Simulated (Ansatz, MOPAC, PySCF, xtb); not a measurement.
Complex: NH3 (SMILES N) (first 4 atoms) with CHN (SMILES C#N); geometry from B3LYP-D3(BJ)/def2-TZVP, rigid monomers moved along the line of their centres of mass till N1···H7 is 3.73 Å.
(charge 0, multiplicity 1):
```xyz
7

N     -0.31428     0.02624     0.01269
H     -1.18800     0.43655    -0.29924
H      0.43631     0.58911    -0.37308
H     -0.24709    -0.89373    -0.40943
C     -0.07326    -0.19262     4.81793
N     -0.01720    -0.24347     5.96311
H     -0.12672    -0.14427     3.73397
```

Counterpoise-corrected where a basis set is named; no monomer relaxation. Rows marked so take none.

Cores are frozen in the correlated methods. Rows in 6-31G* carry no dispersion term and start afresh at each structure (6-31G* with six Cartesian d functions). The state that PM6 reach isn't checked.

Programs: Ansatz (Gaussian orbitals); MOPAC for PM6 (differences of heats of formation); PySCF for 6-31G* rows; xtb for the GFN methods. 

| level | interaction energy (meV) |
|---|---|
| GFN-FF | -19.5 |
| PM6 | -64.9 |
| GFN1-xTB | -24.9 |
| PBE/def2-TZVPPD | -87.8 |
| BP86/6-31G* (no counterpoise) | -106.4 |
| M06-2X/6-31G* (no counterpoise) | -115.6 |
| wB97M-V/def2-TZVPPD | … |
| CCSD/aug-cc-pVTZ | -89.8 |
| CCSD(T)/aug-cc-pVTZ | -89.4 |

Problem. Complete the blanks.

Solution. 
- wB97M-V/def2-TZVPPD, interaction energy (meV): -92.6

Ansatz is a quantum-chemistry and plane-wave program.
